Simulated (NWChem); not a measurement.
# BaH2S2; SMILES [SH][Ba][SH]

```xyz
5

Ba     0.0000     0.0000     0.5823
S      2.3915     0.0000    -1.0243
H      3.1926     0.0000     0.0840
S     -2.3915     0.0000    -1.0243
H     -3.1926     0.0000     0.0840
```
Atoms are numbered in this order, from 1.

Program: NWChem. Medium grid unless said otherwise, to which SCAN and Minnesota functionals are sensitive. Geometry: optimised at PBE-D3(BJ)/def2-SVP. def2 effective core potentials on Ba; no spin-orbit coupling. Hybrids' shares of exact exchange are those that their runs print; pure functionals count as 0. The functionals differ in more than this share.

```
row                 share of exact exchange  highest occupied level (eV)
------------------  -----------------------  ---------------------------
PBE/def2-SVP                           0.00                        -4.93
N12/def2-SVP                           0.00                        -4.70
B3LYP/def2-SVP                         0.20                     withheld
BHandHLYP/def2-SVP                     0.50                        -6.93
M06-2X/def2-SVP                        0.54                        -7.09
M05-2X/def2-SVP                        0.56                        -7.14
```

Problem. Fit a straight line of the last column on the one before it, predict the withheld value, and compare with the run.

Solution. 
1. Means of the 5 shown rows: x = 0.320, y = -6.158. Slope Σ(x − x̄)(y − ȳ)/Σ(x − x̄)² = -1.439/0.3432 = -4.193; intercept -4.816.
2. The shown rows scatter about the line by 0.074 (root mean square); the largest residual is +0.12, at N12/def2-SVP.
3. At x = 0.20 (B3LYP/def2-SVP; inside the shown range) the line gives -5.65.
4. The run gives -5.75, -0.10 from the line, 1.4 times the scatter.
